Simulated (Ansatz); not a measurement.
Ansatz (an electronic-structure program) input file for C4H8O2, SMILES OCC1(O)CC1, B3LYP-D3(BJ)/def2-SVP. 

Ansatz 0.2 input:
```yaml
crystal:
  periodic: [false, false, false]
  atoms:
    - {symbol: O, position_ang: [1.92684176, -0.43346634, 0.71095429]}
    - {symbol: C, position_ang: [1.18429482, -0.08217061, -0.42769623]}
    - {symbol: C, position_ang: [-0.27411231, 0.17308285, -0.09510257]}
    - {symbol: O, position_ang: [-0.35433523, 1.25844696, 0.78809048]}
    - {symbol: C, position_ang: [-1.22777141, -0.97634079, 0.03653080]}
    - {symbol: C, position_ang: [-1.32988382, -0.03520649, -1.13881396]}
    - {symbol: H, position_ang: [1.74800850, 0.23387340, 1.38480168]}
    - {symbol: H, position_ang: [1.60047183, 0.82390380, -0.89432956]}
    - {symbol: H, position_ang: [1.27304397, -0.91528434, -1.12664796]}
    - {symbol: H, position_ang: [-1.27713856, 1.41732968, 1.00961811]}
    - {symbol: H, position_ang: [-0.85190963, -1.97269445, -0.13217049]}
    - {symbol: H, position_ang: [-1.99519917, -0.92431768, 0.79535604]}
    - {symbol: H, position_ang: [-2.16395265, 0.65107800, -1.16693165]}
    - {symbol: H, position_ang: [-1.02854031, -0.38992307, -2.11156241]}
basis:
  gaussian:
    orbitals: def2-SVP
hamiltonian:
  xc: b3lyp
  dispersion: d3bj
relax: {f_tol: 0.002, max_steps: 200}
```

Program output:

```
WARN ansatz: RAYON_NUM_THREADS=1 ignored (pool sized by the plan → 1); use --threads N
Functional definition: B3LYP
integrals: 0.10 GiB planned
1395 factors; integrals over basis functions are off by at most 2.7e-4 eV
mean field: 0.56 GiB planned
mean field evaluation 1: about -8355.5990 eV, gradient 6.6e1 eV
mean field evaluation 2: about -8351.5448 eV, gradient 8.1e1 eV
mean field evaluation 4: about -8364.9695 eV, gradient 3.2e0 eV
mean field evaluation 8: about -8365.0300 eV, gradient 2.0e-1 eV
mean field evaluation 16: about -8365.0301 eV, gradient 2.1e-5 eV
mean field -8365.03009404 eV, -307.4091859351 hartree, gradient 2.1e-5 eV, S^2 0.000000; 0 other end points of the search recorded, 0 dependent functions left out
the calculation of the forces begins
reference -8365.03032181 eV, -307.4091943052 hartree; 24, 24 occupied and 100, 100 virtual orbitals, 1395 factors
relax step   1: F+E_penalty+E_count = -8365.49606047 eV  Δ(F+E_penalty+E_count) = +0.000e0 eV  max|allowed force component| = 5.363e-1 eV/Å  Δτ_max = 0.0000 Å  (26 SCF iters, accepted)
these checks for a lower state are left out or cut short: starts, cluster_reference, orbital_swaps, neighbouring_geometries, increment
integrals: 0.10 GiB planned
1395 factors; integrals over basis functions are off by at most 2.9e-4 eV
mean field: 0.56 GiB planned
mean field -8365.06094018 eV, -307.4103195095 hartree, gradient 9.5e-6 eV, S^2 0.000000; 0 other end points of the search recorded, 0 dependent functions left out
the calculation of the forces begins
reference -8365.06116835 eV, -307.4103278948 hartree; 24, 24 occupied and 100, 100 virtual orbitals, 1395 factors
relax step   2: F+E_penalty+E_count = -8365.52680432 eV  Δ(F+E_penalty+E_count) = -3.074e-2 eV  max|allowed force component| = 1.797e-1 eV/Å  Δτ_max = 0.0351 Å  (29 SCF iters, accepted)
these checks for a lower state are left out or cut short: starts, cluster_reference, orbital_swaps, neighbouring_geometries, increment
integrals: 0.10 GiB planned
1395 factors; integrals over basis functions are off by at most 3.0e-4 eV
mean field: 0.56 GiB planned
mean field -8365.06634987 eV, -307.4105183119 hartree, gradient 9.4e-6 eV, S^2 0.000000; 0 other end points of the search recorded, 0 dependent functions left out
the calculation of the forces begins
reference -8365.06657825 eV, -307.4105267049 hartree; 24, 24 occupied and 100, 100 virtual orbitals, 1395 factors
relax step   3: F+E_penalty+E_count = -8365.53215267 eV  Δ(F+E_penalty+E_count) = -5.348e-3 eV  max|allowed force component| = 7.382e-2 eV/Å  Δτ_max = 0.0391 Å  (29 SCF iters, accepted)
these checks for a lower state are left out or cut short: starts, cluster_reference, orbital_swaps, neighbouring_geometries, increment
integrals: 0.10 GiB planned
1395 factors; integrals over basis functions are off by at most 3.0e-4 eV
mean field: 0.56 GiB planned
mean field evaluation 32: about -8365.0283 eV, gradient 4.1e-2 eV
mean field -8365.06965758 eV, -307.4106398681 hartree, gradient 1.0e-5 eV, S^2 0.000000; 0 other end points of the search recorded, 0 dependent functions left out
the calculation of the forces begins
reference -8365.06988579 eV, -307.4106482546 hartree; 24, 24 occupied and 100, 100 virtual orbitals, 1395 factors
relax step   4: F+E_penalty+E_count = -8365.53578275 eV  Δ(F+E_penalty+E_count) = -3.630e-3 eV  max|allowed force component| = 1.296e-1 eV/Å  Δτ_max = 0.0687 Å  (28 SCF iters, accepted)
these checks for a lower state are left out or cut short: starts, cluster_reference, orbital_swaps, neighbouring_geometries, increment
integrals: 0.10 GiB planned
1395 factors; integrals over basis functions are off by at most 3.0e-4 eV
mean field: 0.56 GiB planned
mean field -8365.07190497 eV, -307.4107224582 hartree, gradient 9.1e-6 eV, S^2 0.000000; 0 other end points of the search recorded, 0 dependent functions left out
the calculation of the forces begins
reference -8365.07213315 eV, -307.4107308436 hartree; 24, 24 occupied and 100, 100 virtual orbitals, 1395 factors
relax step   5: F+E_penalty+E_count = -8365.53829954 eV  Δ(F+E_penalty+E_count) = -2.517e-3 eV  max|allowed force component| = 1.681e-1 eV/Å  Δτ_max = 0.0542 Å  (28 SCF iters, accepted)
these checks for a lower state are left out or cut short: starts, cluster_reference, orbital_swaps, neighbouring_geometries, increment
integrals: 0.10 GiB planned
1395 factors; integrals over basis functions are off by at most 3.0e-4 eV
mean field: 0.56 GiB planned
[...]
mean field -8365.09364374 eV, -307.4115213434 hartree, gradient 9.1e-6 eV, S^2 0.000000; 0 other end points of the search recorded, 0 dependent functions left out
the calculation of the forces begins
reference -8365.09387414 eV, -307.4115298104 hartree; 24, 24 occupied and 100, 100 virtual orbitals, 1395 factors
relax step  19: F+E_penalty+E_count = -8365.55947081 eV  Δ(F+E_penalty+E_count) = -2.391e-3 eV  max|allowed force component| = 2.416e-1 eV/Å  Δτ_max = 0.0373 Å  (29 SCF iters, accepted)
these checks for a lower state are left out or cut short: starts, cluster_reference, orbital_swaps, neighbouring_geometries, increment
integrals: 0.10 GiB planned
1395 factors; integrals over basis functions are off by at most 7.7e-4 eV
mean field: 0.56 GiB planned
mean field -8365.09943365 eV, -307.4117341187 hartree, gradient 8.6e-6 eV, S^2 0.000000; 0 other end points of the search recorded, 0 dependent functions left out
the calculation of the forces begins
reference -8365.09966480 eV, -307.4117426133 hartree; 24, 24 occupied and 100, 100 virtual orbitals, 1395 factors
relax step  20: F+E_penalty+E_count = -8365.56471004 eV  Δ(F+E_penalty+E_count) = -5.239e-3 eV  max|allowed force component| = 1.062e-1 eV/Å  Δτ_max = 0.1688 Å  (28 SCF iters, accepted)
these checks for a lower state are left out or cut short: starts, cluster_reference, orbital_swaps, neighbouring_geometries, increment
integrals: 0.10 GiB planned
1395 factors; integrals over basis functions are off by at most 7.8e-4 eV
mean field: 0.56 GiB planned
mean field -8365.10112949 eV, -307.4117964396 hartree, gradient 8.5e-6 eV, S^2 0.000000; 0 other end points of the search recorded, 0 dependent functions left out
the calculation of the forces begins
reference -8365.10136052 eV, -307.4118049299 hartree; 24, 24 occupied and 100, 100 virtual orbitals, 1395 factors
relax step  21: F+E_penalty+E_count = -8365.56603071 eV  Δ(F+E_penalty+E_count) = -1.321e-3 eV  max|allowed force component| = 3.679e-2 eV/Å  Δτ_max = 0.0462 Å  (28 SCF iters, accepted)
these checks for a lower state are left out or cut short: starts, cluster_reference, orbital_swaps, neighbouring_geometries, increment
integrals: 0.10 GiB planned
1395 factors; integrals over basis functions are off by at most 7.8e-4 eV
mean field: 0.56 GiB planned
mean field evaluation 160: about -8365.1013 eV, gradient 2.9e-5 eV
mean field -8365.10131938 eV, -307.4118034181 hartree, gradient 8.0e-6 eV, S^2 0.000000; 0 other end points of the search recorded, 0 dependent functions left out
the calculation of the forces begins
reference -8365.10155061 eV, -307.4118119154 hartree; 24, 24 occupied and 100, 100 virtual orbitals, 1395 factors
relax step  22: F+E_penalty+E_count = -8365.56627130 eV  Δ(F+E_penalty+E_count) = -2.406e-4 eV  max|allowed force component| = 7.434e-2 eV/Å  Δτ_max = 0.0232 Å  (29 SCF iters, accepted)
these checks for a lower state are left out or cut short: starts, cluster_reference, orbital_swaps, neighbouring_geometries, increment
integrals: 0.10 GiB planned
1395 factors; integrals over basis functions are off by at most 7.7e-4 eV
mean field: 0.56 GiB planned
mean field -8365.10135710 eV, -307.4118048042 hartree, gradient 7.9e-6 eV, S^2 0.000000; 0 other end points of the search recorded, 0 dependent functions left out
the calculation of the forces begins
reference -8365.10158815 eV, -307.4118132951 hartree; 24, 24 occupied and 100, 100 virtual orbitals, 1395 factors
relax step  23: F+E_penalty+E_count = -8365.56638363 eV  Δ(F+E_penalty+E_count) = -1.123e-4 eV  max|allowed force component| = 1.576e-2 eV/Å  Δτ_max = 0.0106 Å  (29 SCF iters, accepted)
these checks for a lower state are left out or cut short: starts, cluster_reference, orbital_swaps, neighbouring_geometries, increment
integrals: 0.10 GiB planned
1395 factors; integrals over basis functions are off by at most 7.7e-4 eV
mean field: 0.56 GiB planned
mean field -8365.10141982 eV, -307.4118071088 hartree, gradient 1.0e-5 eV, S^2 0.000000; 0 other end points of the search recorded, 0 dependent functions left out
the calculation of the forces begins
reference -8365.10165086 eV, -307.4118155997 hartree; 24, 24 occupied and 100, 100 virtual orbitals, 1395 factors
relax step  24: F+E_penalty+E_count = -8365.56641695 eV  Δ(F+E_penalty+E_count) = -3.332e-5 eV  max|allowed force component| = 7.637e-3 eV/Å  Δτ_max = 0.0059 Å  (23 SCF iters, accepted)
these checks for a lower state are left out or cut short: starts, cluster_reference, orbital_swaps, neighbouring_geometries, increment
integrals: 0.10 GiB planned
1395 factors; integrals over basis functions are off by at most 7.7e-4 eV
mean field: 0.56 GiB planned
mean field -8365.10146517 eV, -307.4118087757 hartree, gradient 2.6e-5 eV, S^2 0.000000; 0 other end points of the search recorded, 0 dependent functions left out
the calculation of the forces begins
reference -8365.10169620 eV, -307.4118172659 hartree; 24, 24 occupied and 100, 100 virtual orbitals, 1395 factors
relax step  25: F+E_penalty+E_count = -8365.56642531 eV  Δ(F+E_penalty+E_count) = -8.360e-6 eV  max|allowed force component| = 8.700e-3 eV/Å  Δτ_max = 0.0044 Å  (22 SCF iters, accepted)
these checks for a lower state are left out or cut short: starts, cluster_reference, orbital_swaps, neighbouring_geometries, increment
integrals: 0.10 GiB planned
1395 factors; integrals over basis functions are off by at most 7.7e-4 eV
mean field: 0.56 GiB planned
mean field -8365.10146674 eV, -307.4118088331 hartree, gradient 6.7e-5 eV, S^2 0.000000; 0 other end points of the search recorded, 0 dependent functions left out
the calculation of the forces begins
reference -8365.10169775 eV, -307.4118173229 hartree; 24, 24 occupied and 100, 100 virtual orbitals, 1395 factors
relax step  26: F+E_penalty+E_count = -8365.56643007 eV  Δ(F+E_penalty+E_count) = -4.761e-6 eV  max|allowed force component| = 1.427e-3 eV/Å  Δτ_max = 0.0023 Å  (19 SCF iters, accepted)
integrals: 0.10 GiB planned
1395 factors; integrals over basis functions are off by at most 7.7e-4 eV
mean field: 0.56 GiB planned
mean field evaluation 192: about -8365.0410 eV, gradient 3.3e0 eV
mean field -8365.10146674 eV, -307.4118088331 hartree, gradient 6.7e-5 eV, S^2 0.000000; 1 other end points of the search recorded, 0 dependent functions left out
the calculation of the forces begins
reference -8365.10169775 eV, -307.4118173229 hartree; 24, 24 occupied and 100, 100 virtual orbitals, 1395 factors
Total energy: -8365.56666109 eV, -307.4289044103 hartree
Atom 0 at     1.822997    -0.208838     0.865203 Å, force    -0.000539     0.001257     0.000019 eV/Å
Atom 1 at     1.117990    -0.106338    -0.356016 Å, force     0.001092    -0.000342    -0.000479 eV/Å
Atom 2 at    -0.355985     0.159341    -0.131478 Å, force    -0.000312     0.000112     0.001196 eV/Å
Atom 3 at    -0.581021     1.272136     0.696669 Å, force     0.000553    -0.000796     0.000217 eV/Å
Atom 4 at    -1.341585    -0.975534    -0.066434 Å, force    -0.001427     0.000248     0.000921 eV/Å
Atom 5 at    -1.325906    -0.031053    -1.252867 Å, force     0.000123    -0.000863    -0.000784 eV/Å
Atom 6 at     1.834927     0.678025     1.249374 Å, force     0.000042    -0.001012    -0.000320 eV/Å
Atom 7 at     1.533211     0.700069    -0.993437 Å, force    -0.000032     0.000379     0.000283 eV/Å
Atom 8 at     1.254028    -1.057008    -0.894630 Å, force    -0.000055    -0.000036     0.000416 eV/Å
Atom 9 at    -0.505529     0.961115     1.609219 Å, force     0.000005     0.000372    -0.000875 eV/Å
Atom 10 at    -0.971549    -1.996031    -0.200100 Å, force     0.000594     0.000292    -0.000623 eV/Å
Atom 11 at    -2.170711    -0.874677     0.639424 Å, force     0.000006    -0.000130     0.000279 eV/Å
Atom 12 at    -2.130796     0.704755    -1.319875 Å, force     0.000018     0.000154     0.000105 eV/Å
Atom 13 at    -0.950253    -0.397651    -2.212956 Å, force    -0.000069     0.000365    -0.000356 eV/Å
Dipole moment:    -0.087923     0.010733     0.039142 e Å
```

The run converged.

Cost: about 120 core-seconds (a rough figure).
